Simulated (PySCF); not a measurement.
**Dipole moment and polarisability of `C#C[Si@@]([SiH3])(P)CC`**

Species: C4H11PSi2.
Cartesian coordinates in Å at the GFN2-xTB level; atoms count from 1:
```xyz
18
C4H11PSi2 angstrom
C     -2.686    2.080    0.050
C     -1.706    1.386   -0.030
Si    -0.136    0.393   -0.167
Si     0.078   -0.586   -2.277
P      1.630    1.737    0.322
C     -0.204   -0.896    1.256
C      1.072   -1.725    1.316
H     -3.551    2.675    0.125
H      1.457   -0.531   -2.769
H     -0.766    0.073   -3.275
H     -0.319   -1.996   -2.240
H      1.438    2.550   -0.781
H      0.910    2.592    1.138
H     -0.354   -0.394    2.214
H     -1.062   -1.555    1.112
H      1.046   -2.425    2.150
H      1.205   -2.295    0.398
H      1.939   -1.077    1.445
```

Level: wB97X-D/def2-SVPD (PySCF), static field, nuclei fixed, core orbitals frozen in the response. The polarisability tensor in these axes (au):

```
x   136.88  -7.20   2.96
y    -7.20 129.85   5.39
z     2.96   5.39 123.45
```

Task: What are the eigenvalues, a third of the trace, and Δα (Δα² = ½Σ(αi − αj)² over the three pairs)?

Result: Principal values 118.19, 130.61 and 141.39 au; mean 130.06 au = 19.27 Å³ = 21.44 × 10⁻⁴⁰ C²·m²/J; Δα = 20.11 au (15 % of the mean).

Task: What is the dipole moment, and where does it point?

Result: (-0.84, -0.13, 0.27) D, 0.89 D in size, pointing from the negative to the positive side. Measured along this direction, the outermost atoms are H9 at the negative end and H8 at the positive end.

Task: Find the Langevin capture rate constant for NO+ (29.998 u) meeting this molecule (146.014 u), k = 2.342 × 10⁻⁹ cm³/s × √(α in Å³ / reduced mass in u).

Result: The reduced mass is 24.89 u, so k = 2.06 × 10⁻⁹ cm³/s. The formula leaves out the permanent dipole, which adds to the capture rate.

Task: Give the eigenvalues of the traceless quadrupole moment Θ = ½Σq(3rr − r²1), origin at the centre of nuclear charge.

Result: -5.69, 0.04, 5.64 D·Å. The values depend on the origin, since the dipole doesn't vanish. The electronic extent ⟨r²⟩ about the same centre is 1603 bohr², a root-mean-square distance of 2.40 Å for the 78 electrons.

Task: Orientational against electronic polarisability at 400 K (dilute gas, rigid molecules)?

Result: In Gaussian units μ²/3kT = 4.82 Å³ against 19.27 Å³, a ratio of 0.25; the Debye molar polarisation (4π/3)N_A(α + μ²/3kT) is 60.8 cm³/mol, leaving out the vibrational part.

Task: What would n − 1 = 2πNα be for an ideal gas of these molecules at 500 K and 1 atm, electronic part alone?

Result: N = p/kT = 1.4678 × 10¹⁹ cm⁻³, so n − 1 = 2π × N × 19.27 × 10⁻²⁴ cm³ = 1777 × 10⁻⁶ at long wavelengths.

Geometry: GFN2-xTB, one conformer, isolated molecule.
